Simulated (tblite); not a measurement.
Compound: C7H12O (charge +1 and doublet state).
Structure used (GFN2-xTB), in Å, numbered top down from 1:
```xyz
20
C7H12O angstrom
C     -2.932    0.531   -0.480
C     -1.863   -0.236   -0.743
C     -0.848   -0.590    0.263
C      0.553    0.075   -0.077
C      0.417    1.589    0.015
C      1.719   -0.600    0.657
C      2.083   -1.116   -0.731
O      1.026   -0.385   -1.316
H     -3.067    1.016    0.475
H     -3.716    0.672   -1.206
H     -1.707   -0.642   -1.735
H     -0.670   -1.667    0.243
H     -1.130   -0.270    1.266
H     -0.333    1.948   -0.683
H      0.145    1.879    1.026
H      1.372    2.044   -0.240
H      1.484   -1.346    1.411
H      2.430    0.109    1.080
H      3.052   -0.806   -1.139
H      1.982   -2.194   -0.909
```

Level: GFN2-xTB in tblite, geometry and Hessian alike; calculated harmonic values, unscaled, isolated species. Errors from tens to a few hundred cm⁻¹ against measured bands are possible. One conformer, not necessarily the lowest. Open shells enter through the occupations alone, without spin polarisation, and single modes of such species can be off by tens of per cent.

Harmonic wavenumbers (cm⁻¹): 66.6, 79.1, 117.4, 178.9, 202.5, 287.1, 306.2, 377.5, 407.4, 451.0, 511.1, 667.4, 741.5, 817.6, 861.4, 878.7, 903.1, 930.9, 932.6, 950.2, 962.4, 1019.5, 1026.5, 1032.5, 1050.6, 1075.2, 1095.0, 1155.0, 1172.2, 1186.1, 1218.8, 1226.0, 1248.1, 1268.2, 1360.1, 1378.1, 1390.8, 1413.7, 1424.8, 1440.8, 1451.1, 1568.9, 2890.4, 2922.4, 2967.8, 3006.0, 3007.6, 3032.5, 3037.0, 3058.6, 3060.9, 3064.6, 3087.8, 3125.0.

A = 4108, B = 1350, C = 1254 MHz; mass 112.089 u (most abundant isotopes); point group C1, symmetry number 1; spin multiplicity 2.

What is the zero-point energy?

½Σν̃ = 37047 cm⁻¹ = 443.18 kJ/mol.

Give the ideal-gas entropy at 500 K and 1 bar in the rigid-rotor, harmonic-oscillator model (classical rotation).

Translation 178.46, rotation 124.55, vibration 185.63, spin (R ln 2) 5.76: S = 494.4 J/(mol K).

And Cp and H(500 K) − H(0)?

Cp = 237.99 J/(mol K), of which vibrations give 204.73 (their classical limit is 54 R = 449.0); H(500 K) − H(0) = 66.41 kJ/mol without the zero-point energy, 49.78 from vibrations.

How do the functions run with temperature in this model?

```tsv
T (K)	S (J/(mol K))	Cp (J/(mol K))	H − H(0) (kJ/mol)	G − H(0) (kJ/mol)	ln q(vib)
150	315.3	89.7	9.08	-38.21	2.32
250	370.0	129.3	19.96	-72.54	4.54
298.15	394.7	151.4	26.71	-90.96	5.62
400	445.8	198.1	44.54	-133.76	7.98
600	540.8	270.7	91.90	-232.57	12.75
900	664.7	339.3	184.29	-413.95	19.83
```

q(vib) and H(0) count from the zero-point level.

Blend soft modes into free rotors: weight 1/[1 + (100 cm⁻¹/ν̃)⁴] for the oscillator and the rest for a rotor with moment μB/(μ + B), μ = h/(8π²ν), B = 10⁻⁴⁴ kg m². What vibrational entropy results?

174.72 J/(mol K) in place of 185.63, which changes −T·S at 500 K by +5.45 kJ/mol.

Hindered rotation and anharmonicity are outside this model. Other conformers, if any are populated, would add a mixing term that is left out. The structure is chiral; the term R ln 2 for an equal mix with its mirror image is left out.
